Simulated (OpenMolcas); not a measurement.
**Mg: effect of the basis set**

| Property | Result |
| --- | --- |
| Program | OpenMolcas 26.06 |
| Method | CASSCF |
| Active space | 2 electrons in 4 orbitals (3s 3p) |
| State averaging | 2S+1 = 3 even, 3 roots; 2S+1 = 1 even, 1 root; 2S+1 = 3 odd, 3 roots; 2S+1 = 1 odd, 3 roots |
| Spin-orbit coupling | state interaction with AMFI integrals over the reference wave functions, term energies averaged over their components |

A. ANO-RCC-MB [3s2p], DKH2, point nucleus; cost roughly 5 core-seconds
B. ANO-RCC-VDZP [4s3p1d], DKH2, point nucleus; cost about 8 core-seconds
C. ANO-RCC-VTZP [5s4p2d1f], DKH2, point nucleus; cost roughly 10 core-seconds
D. ANO-RCC-VQZP [6s5p3d2f1g], DKH2, point nucleus; cost about 12 core-seconds

Energies in cm⁻¹ above 3s² ¹S₀, the measured ground level; measured values from NIST Handbook of Basic Atomic Spectroscopic Data.

```json
{"Level": "3s² ¹S₀", "A": "0.0", "B": "0.0", "C": "0.0", "D": "0.0", "Measured": "0.0"}
{"Level": "3s 3p ³P°₀", "A": "21271", "B": "21248", "C": "21854", "D": "21876", "Measured": "21850"}
{"Level": "3s 3p ³P°₁", "A": "21293", "B": "21265", "C": "21870", "D": "21891", "Measured": "21870"}
{"Level": "3s 3p ³P°₂", "A": "21336", "B": "21300", "C": "21901", "D": "21922", "Measured": "21911"}
{"Level": "3s 3p ¹P°₁", "A": "45875", "B": "45615", "C": "40877", "D": "40244", "Measured": "35051"}
```

Deviations, from unrounded energies. A percentage is the sum of absolute deviations over the sum of measured energies, with the sign that they share, or ± where signs differ.

```csv
Against measurement,Levels,A,B,C,D
mean absolute deviation (cm-1),4,3100,3100,1500,1300
other configurations (%),4,±12.5,±12.3,±5.8,+5.2
```

D lies closest to measurement on these levels and A furthest from it. The largest miss of D in the table is 3s 3p ¹P°₁, by +5200 cm-1. The ranking rests on the paired levels alone, and a cruder setting can come out closer through cancelling errors.

Among A to D the level of the table that moves most is 3s 3p ¹P°₁, by 5600 cm-1 (lowest in D, highest in A).

Without dynamic correlation excited terms often stand tens of per cent too high (terms of higher spin than the ground term too low), and those without a measured partner can miss by more than the paired ones. Measured partners are found by configuration, term and J. A level has none where our copy of the source lacks it or the pairing is in doubt (some pairs that miss far off the trend of their configuration count as doubtful), and it then counts in no deviation. Only configurations of the active space appear. Levels that lie high or do not pair safely by name in every column are left out.

° marks odd parity.
